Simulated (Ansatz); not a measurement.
The cluster Zr₂Si₂, relaxed as a singlet with RKS B3LYP-D4/def2-SVP in Ansatz, starting from the GFN2-xTB geometry. Force threshold 0.02 eV/Å.

In the def2 sets Zr takes a core potential; there is no spin–orbit coupling. The restricted singlet is unstable towards broken spin symmetry at other levels; at B3LYP-D4/def2-SVP this wasn't settled. At PBE0-D4/def2-TZVP a quintet of charge 0 lies 0.08 eV below the restricted singlet, each at its own geometry. The structure comes from a short search, and lower isomers may exist.

Start:

```xyz
4

Zr    0.4859   -0.4456    1.7755
Zr    1.0860    1.2776   -0.7395
Si    0.4035   -0.9244   -1.9758
Si   -1.9754    0.0925    0.9398
```

```json
{"step": "1", "energy (eV)": "-18304.7060", "largest force component (eV/Å)": "2.368", "SCF passes": "58"}
{"step": "2", "energy (eV)": "-18305.9914", "largest force component (eV/Å)": "1.189", "SCF passes": "51"}
{"step": "3", "energy (eV)": "-18306.7899", "largest force component (eV/Å)": "0.976", "SCF passes": "50"}
{"step": "4", "energy (eV)": "-18307.5570", "largest force component (eV/Å)": "1.075", "SCF passes": "57"}
{"step": "5", "energy (eV)": "-18308.2062", "largest force component (eV/Å)": "0.655", "SCF passes": "57"}
{"step": "6 (rejected)", "energy (eV)": "-18308.1754", "largest force component (eV/Å)": "1.031", "SCF passes": "51"}
{"step": "7", "energy (eV)": "-18308.3203", "largest force component (eV/Å)": "0.134", "SCF passes": "50"}
{"step": "8", "energy (eV)": "-18308.3227", "largest force component (eV/Å)": "0.028", "SCF passes": "44"}
{"step": "9", "energy (eV)": "-18308.3229", "largest force component (eV/Å)": "0.002", "SCF passes": "37"}
```

Force components are those of the run's own axes.

End:

```xyz
4

Zr    0.635   -0.756    1.284
Zr    0.594    1.422   -0.502
Si    0.241   -0.972   -1.190
Si   -1.469    0.306    0.408
```

Bonds formed: Zr1–Si3, Zr2–Si4 (atoms count from 1).

No frequencies were taken in this run, so the end may be a saddle point.

It took 42 s on 2 threads of Arm Neoverse V1 on a shared host.
